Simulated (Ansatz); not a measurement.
Reactions of CH$_{4}$AlClSi, SMILES `Cl[SiH]1[CH2][AlH]1`.

Computed with Ansatz on PBE0-D4/def2-TZVP structures; ΔE is electronic, products minus reactants. CBS: MP2 limit from def2 TZ/QZ plus the TZ coupled-cluster correction, frozen cores. This one scheme is used for every species, atoms too. Open shells (•) are unrestricted, without spin–orbit coupling. Spin–orbit coupling would lower the free atoms: a little for Al, C, Cl, Si. For Se outer-core shells are correlated without core-valence functions, so the limit isn't a true one: a few kJ/mol of doubt a bond, and 10 to 20 or more in all where bonds break to atoms. Scalar relativity is left out up to krypton. One conformer a species, not always the lowest.

Question: Order these by ΔE at CCSD(T)/CBS, lowest first. (Estimate.)
A. `Cl[SiH]1[CH2][AlH]1` + `[SiH3][SiH3]` → `[SiH3][SiH2][SiH]1[CH2][AlH]1` + HCl
B. `Cl[SiH]1[CH2][AlH]1` + H₂Se → `[SeH][SiH]1[CH2][AlH]1` + HCl
C. `Cl[SiH]1[CH2][AlH]1` + H–F → `F[SiH]1[CH2][AlH]1` + HCl
D. `Cl[SiH]1[CH2][AlH]1` → Al• + C• + Cl• + 4 H• + Si•

Answer: C (-0.30 eV), B (+0.25 eV), A (+0.75 eV), D (+25.54 eV).

Largest T1 diagnostic: 0.018, for Al•.
